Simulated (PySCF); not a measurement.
## UHF on Sc²⁺ (scandium, charge +2)

Configuration: [Ar] 3d1, 2D determinant. Calculation: PySCF 2.14, in aug-cc-pwCVTZ-DK; scalar relativity by spin-free X2C-1e.

| Property | Result |
| --- | --- |
| Total energy | -762.638849 hartree |
| One-electron energy | -1033.4086 hartree |
| Hartree (Coulomb) energy | 308.8677 hartree |
| Exchange energy | -38.0979 hartree |
| ⟨S²⟩ | 0.7520 |
| ⟨L²⟩ | 6.023 |
| Sum of ⟨r⟩ | 13.36 bohr |
| Sum of ⟨r²⟩ | 16.19 bohr² |
| Traceless quadrupole moment −½Σ⟨3z² − r²⟩ along its main axis | 0.813 e·bohr² |
| Langevin diamagnetic susceptibility | -12.8 ×10⁻⁶ cm³/mol |

```
shell  electrons  mean orbital energy (hartree)  spread (hartree)  rms radius, mean of both spins (bohr)
 1s β          1                     -167.38709                 0                                 0.0844
 1s α          1                     -167.38619                 0                                 0.0844
 2s α          1                      -19.82607                 0                                  0.370
 2s β          1                      -19.81287                 0                                  0.370
 2p α          3                      -16.25309           0.00201                                  0.340
 2p β          3                      -16.23977           0.01902                                  0.340
 3s α          1                       -3.17051                 0                                   1.15
 3s β          1                       -3.11262                 0                                   1.15
 3p α          3                       -2.16784           0.04242                                   1.26
 3p β          3                       -2.09439           0.05975                                   1.26
 3d α          1                       -0.90844                 0                                   1.73
```

Densities and radii are taken from the X2C orbitals without a picture-change correction, which distorts them close to the nucleus.

Spin-orbit constants ζ (cm⁻¹) from the X2C one-electron operator on these orbitals: bare nucleus, nucleus screened by l(l+1)(2l+1)/3 electrons, and screened by the Breit-Pauli mean field of the electrons.

```tsv
shell	bare	screened nucleus	mean field
2p	26920	24350	n/a
3p	2788	2523	n/a
3d	192.0	100.6	n/a
```

To first order the Landé constant is A = 100.6 cm⁻¹, so the lowest level has J = 3/2 and lies 0.0187 eV below the centre of the term.
